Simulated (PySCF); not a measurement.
Compound: C6H9N3O.
Numbering: `[CH3:1][CH2:2][n:3]1[cH:4][c:5]([C:6]([CH3:7])=[O:8])[n:9][n:10]1` (hydrogens: H11, H12, H13 on C1; H14, H15 on C2; H16 on C4; H17, H18, H19 on C7)

The same species was optimised twice, with GFN2-xTB and with PBE0-D3(BJ)/def2-SVP (PySCF), and the same property calculations (PySCF, gas phase) were run on both structures.

```csv
coordinate,GFN2-xTB,PBE0-D3(BJ)/def2-SVP,change
N9–N10 (Å),1.271,1.285,+0.014
C2–N3 (Å),1.438,1.449,+0.011
C5–C6 (Å),1.468,1.478,+0.010
C1–C2 (Å),1.526,1.517,-0.009
N3–N10 (Å),1.334,1.341,+0.007
C4–C5 (Å),1.388,1.384,-0.004
C5–N9 (Å),1.357,1.359,+0.002
C6=O8 (Å),1.211,1.212,+0.001
N3–C4 (Å),1.344,1.344,0.000
C6–C7 (Å),1.502,1.502,0.000
C5–C6–C7 (°),114.3,116.6,+2.3
C5–C6–O8 (°),121.6,120.0,-1.6
C4–C5–C6 (°),129.1,127.5,-1.6
C2–N3–N10 (°),121.3,119.8,-1.5
N3–N10–N9 (°),109.2,108.0,-1.2
C1–C2–N3 (°),111.4,112.6,+1.2
C4–N3–N10 (°),109.8,110.9,+1.1
C4–C5–N9 (°),107.1,108.0,+0.9
C1–C2–N3–C4 (°),78,80,+2
C4–C5–C6–C7 (°),178,178,0
```

Rotational constants: A = 3526, B = 751.2, C = 654.9 MHz (GFN2-xTB) against A = 3507, B = 745.9, C = 652.4 MHz (PBE0-D3(BJ)/def2-SVP). Point groups within 0.08 Å: C1 and C1.

On the GFN2-xTB structure: HOMO (eV) -7.35 [PBE0/pcSseg-1]; LUMO (eV) -1.24 [PBE0/pcSseg-1]; dipole (D) 4.19 [PBE0/pcSseg-1]; GIAO shielding of C1 (ppm) 166.4 [PBE0/pcSseg-1]; GIAO shielding of C2 (ppm) 140.2 [PBE0/pcSseg-1]; GIAO shielding of N3 (ppm) -10.7 [PBE0/pcSseg-1]; GIAO shielding of C4 (ppm) 55.7 [PBE0/pcSseg-1]; GIAO shielding of C5 (ppm) 32.4 [PBE0/pcSseg-1]; GIAO shielding of C6 (ppm) -10.9 [PBE0/pcSseg-1]; GIAO shielding of C7 (ppm) 156.2 [PBE0/pcSseg-1]; GIAO shielding of O8 (ppm) -300.6 [PBE0/pcSseg-1].

Problem. What do these properties become on the PBE0-D3(BJ)/def2-SVP structure?

Solution. 
| property | level | on GFN2-xTB | on PBE0-D3(BJ)/def2-SVP | change |
| --- | --- | --- | --- | --- |
| HOMO (eV) | PBE0/pcSseg-1 | -7.35 | -7.39 | -0.04 |
| LUMO (eV) | PBE0/pcSseg-1 | -1.24 | -1.22 | +0.02 |
| dipole (D) | PBE0/pcSseg-1 | 4.19 | 3.97 | -0.22 |
| energy, GFN2-xTB geometry as zero (kcal/mol) | PBE0/pcSseg-1 | 0.0 | -1.1 | -1.1 |
| GIAO shielding of C1 (ppm) | PBE0/pcSseg-1 | 166.4 | 165.2 | -1.2 |
| GIAO shielding of C2 (ppm) | PBE0/pcSseg-1 | 140.2 | 138.3 | -1.9 |
| GIAO shielding of N3 (ppm) | PBE0/pcSseg-1 | -10.7 | -14.5 | -3.8 |
| GIAO shielding of C4 (ppm) | PBE0/pcSseg-1 | 55.7 | 55.3 | -0.4 |
| GIAO shielding of C5 (ppm) | PBE0/pcSseg-1 | 32.4 | 31.3 | -1.1 |
| GIAO shielding of C6 (ppm) | PBE0/pcSseg-1 | -10.9 | -11.4 | -0.5 |
| GIAO shielding of C7 (ppm) | PBE0/pcSseg-1 | 156.2 | 155.0 | -1.2 |
| GIAO shielding of O8 (ppm) | PBE0/pcSseg-1 | -300.6 | -304.9 | -4.3 |

The heavy atoms differ by 0.036 Å rms after alignment. Among bonds between heavy atoms N9–N10 changes most (+0.014 Å). Changes are differences of the printed values. Neither structure is proved a minimum here.

Conformer computed: `[CH3:1][CH2:2][n:3]1[cH:4][c:5]([C:6]([CH3:7])=[O:8])[n:9][n:10]1`: C1–C2–N3–C4 80°, C4–C5–C6–C7 178°.
